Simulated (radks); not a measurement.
Q: Se20+, 14 electrons, occupied as [Ne] 3s2 3p2. Calculated with a radial shooting solver on a logarithmic mesh with Libxc functionals: non-relativistic Kohn-Sham, LDA (Slater exchange, Perdew-Wang correlation), spin-unpolarised, spherical densities, point nucleus. Some entries of the table are withheld. Estimate them.

| orbital | occ. | eigenvalue (Ry) | <r^2> (bohr^2) | <r> (bohr) |
|---|---|---|---|---|
| 1s | 2 | -963.9709 | 0.002717 | 0.04504 |
| 2s | 2 | -173.8987 | 0.04592 | (1) |
| 2p | 6 | (2) | 0.03538 | (3) |
| 3s | 2 | -63.34540 | (4) | 0.4965 |
| 3p | 2 | (5) | 0.2668 | 0.4815 |

A: 
(1) 2s <r> (bohr): 0.1978
(2) 2p eigenvalue (Ry): -162.8423
(3) 2p <r> (bohr): 0.1705
(4) 3s <r^2> (bohr^2): 0.2800
(5) 3p eigenvalue (Ry): -59.62570
